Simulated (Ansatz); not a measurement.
`[AlH2][NH][SiH3]` + `C=C(O)F` → `C=C(F)O[SiH3]` + `[NH2][AlH2]`  (ligand exchange at the Si–N bond)

Program: Ansatz. Geometries: PBE0-D4/def2-TZVP. ΔE: electronic, gas phase. CCSD(T)/CBS is the MP2 limit (def2-TZVPP, def2-QZVPP) plus CCSD(T) − MP2 in def2-TZVPP, frozen cores. This one scheme is used for every species. DFT in def2-TZVPP. B3LYP here is the variant with VWN-RPA as its local correlation; programs differ in this. One conformer a species, not always the lowest.

`[AlH2][NH][SiH3]`:

Z-matrix (Å, degrees):
```
Si
N 1 1.727
H 1 1.490 2 112.2
H 1 1.485 2 107.4 3 -119.7
H 1 1.490 2 112.2 3 120.6
Al 2 1.782 1 129.3 3 119.7
H 2 1.012 1 114.6 3 -60.3
H 6 1.583 2 117.4 1 180.0
H 6 1.580 2 118.1 1 0.0
```

`C=C(O)F`:

```xyz
7

C    -0.482   -0.351   -0.883
C     0.034    0.184    0.208
O     1.044   -0.307    0.928
F    -0.428    1.328    0.725
H    -1.301    0.140   -1.383
H    -0.079   -1.275   -1.266
H     1.211    0.281    1.672
```

`C=C(F)O[SiH3]`:

Cartesian coordinates in Å:
```
C -0.855 1.095 -1.618
C -0.233 0.652 -0.540
F 0.441 1.486 0.268
O -0.180 -0.600 -0.116
Si 0.605 -1.156 1.251
H -0.826 2.145 -1.863
H -1.388 0.400 -2.248
H 0.338 -2.610 1.236
H 0.040 -0.528 2.468
H 2.059 -0.886 1.162
```

`[NH2][AlH2]`:

```xyz
6

N    -0.078   -0.520    0.776
Al    0.069    0.460   -0.686
H    -0.879   -1.083    1.014
H     0.626   -0.596    1.492
H    -1.144    0.458   -1.704
H     1.406    1.283   -0.894
```

| level | ΔE (kJ/mol) |
| --- | --- |
| ωB97M-V | -32.4 |
| r2SCAN | -32.5 |
| PBE0 | -28.1 |
| B3LYP | -36.1 |
| MP2/def2-TZVPP | -32.9 |
| MP2/def2-QZVPP | -33.1 |
| SCS-MP2/def2-QZVPP | -34.8 |
| HF/CBS(def2) | -39.1 |

Task: What does CCSD(T)/CBS give? (Best estimate.)

Result: Computed: -32.7 kJ/mol. The listed levels differ from it by 0.3, 0.2, 4.6, -3.4, -0.2, -0.4, -2.1, -6.4 kJ/mol.

Largest T1 diagnostic among the species: 0.012.

In def2-TZVPP, CCSD(T) changes the Hartree–Fock value by +6.3 kJ/mol (the triples alone add +0.9 kJ/mol) and MP2 by +5.8 kJ/mol.
